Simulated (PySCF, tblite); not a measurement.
Isomers of C5H3ClOS. Method: GFN2-xTB as coded in tblite; computed harmonic values from a numerical Hessian at the method's own geometry, unscaled. The method is semi-empirical: single wavenumbers can be off by several per cent or more. One conformer each.

Electronic energies: PBE0/pcSseg-1 single points on the GFN2-xTB geometries (PySCF, gas phase).

```tsv
SMILES	electronic energy, lowest = 0 (kJ/mol)
O=C(Cl)c1cccs1	0.0
C=CC(=O)C(Cl)=C=S	224.0
O=C(Cl)c1ccsc1	0.3
```

How do GFN2-xTB zero-point energies change the relative energies?

| SMILES | ZPE (kJ/mol) | of it from modes above 1550 cm⁻¹ | electronic (kJ/mol) | with ZPE, lowest = 0 (kJ/mol) | lowest mode (cm⁻¹) | rings |
| --- | --- | --- | --- | --- | --- | --- |
| O=C(Cl)c1cccs1 | 170.9 | 67.2 | 0.0 | 0.0 | 54 | 1 |
| O=C(Cl)c1ccsc1 | 170.9 | 67.5 | 0.3 | 0.3 | 49 | 1 |
| C=CC(=O)C(Cl)=C=S | 164.1 | 86.6 | 224.0 | 217.2 | 35 | 0 |

The zero-point energies span 6.8 kJ/mol, from `C=CC(=O)C(Cl)=C=S` to `O=C(Cl)c1cccs1`. The order is unchanged.

And how do the electronic energies of GFN2-xTB itself compare?

`O=C(Cl)c1cccs1` 0.0; `O=C(Cl)c1ccsc1` 0.0; `C=CC(=O)C(Cl)=C=S` 213.5 kJ/mol, lowest = 0. Against the energies above, taken from the same isomer `O=C(Cl)c1cccs1`, the largest difference is 10.5 kJ/mol.

What do entropy and thermal enthalpy add at 298.15 K and 1 bar (rigid rotor, harmonic oscillator, one conformer each)?

```
           SMILES  point group  symmetry number  S (J/(mol K))  H − H(0) (kJ/mol)  ZPE + H − H(0) − TS (kJ/mol)
   O=C(Cl)c1cccs1           Cs                1          364.5              21.66                          83.9
   O=C(Cl)c1ccsc1           Cs                1          364.8              21.57                          83.7
C=CC(=O)C(Cl)=C=S           Cs                1          407.1              25.85                          68.6
```
